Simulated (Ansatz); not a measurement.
CrH4 was relaxed with PBE-D4 (def2-TZVP, def2-TZVPD) in Ansatz in these states: charge -1 quartet, neutral triplet. The geometries follow in no particular order.

A:

```xyz
5

Cr    0.0000    0.0000    0.0000
H    -1.1303   -1.1273    0.0699
H    -0.6767    1.4416    0.1310
H     0.7688   -0.1025   -1.3970
H     1.0382   -0.2118    1.1961
```

B:

```xyz
5

Cr    0.000    0.000    0.000
H     1.064   -1.293    0.224
H     1.106    0.460   -1.192
H    -0.513    1.018    1.246
H    -1.656   -0.185   -0.278
```

Q: Judge from the bond lengths which geometry belongs to which state (an estimate).

A: A is the neutral triplet (Cr1–H5 1.598 Å, Cr1–H3 1.598 Å, Cr1–H2 1.598 Å); B is the charge -1 quartet (Cr1–H5 1.689 Å, Cr1–H3 1.689 Å, Cr1–H2 1.689 Å).

At PBE-D4/def2-TZVPD the highest occupied level of the relaxed charge -1 quartet lies above zero (up to 0.92 eV). By energy differences its removal costs 1.66 eV (each at its own geometry, to the charge 0 triplet, at PBE-D4/def2-TZVPD); the vertical value is larger still, so the positive level points to self-interaction error.
